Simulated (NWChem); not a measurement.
SiNH$_{2}$Cl$_{3}$; SMILES [Si](Cl)(Cl)(Cl)N

```xyz
7

N     -0.2770     1.9458     0.0000
Si    -0.0292     0.2641     0.0000
Cl    -0.8990    -0.5063     1.6963
Cl    -0.8990    -0.5063    -1.6963
Cl     1.9504    -0.3418     0.0000
H     -0.1278     2.4873     0.8433
H     -0.1278     2.4873    -0.8433
```
Atoms are numbered in this order, from 1.

Results from NWChem. Geometry optimised at B3LYP/6-31G*; all other runs use it. Pople sets run with spherical d functions.

```tsv
quantity	level	value
anisotropy (bohr³), static	B3LYP/def2-SVPD	7.6
vertical ionisation energy, ΔSCF (eV)	B3LYP/def2-SVP	…
vertical, lowest excitation, singlet (eV)	B3LYP/def2-SVPD, TDA	6.46
solvation free energy (kcal/mol) in n-hexane	B3LYP/6-31G*, SMD	…
dipole (D)	B3LYP/6-31G*	2.93
highest harmonic frequency (cm⁻¹)	B3LYP/6-31G*	…
```

Question: Some entries are withheld; supply them.

Answer: 
- vertical ionisation energy, ΔSCF (eV), value: 10.26
- solvation free energy (kcal/mol) in n-hexane, value: -5.0
- highest harmonic frequency (cm⁻¹), value: 3664
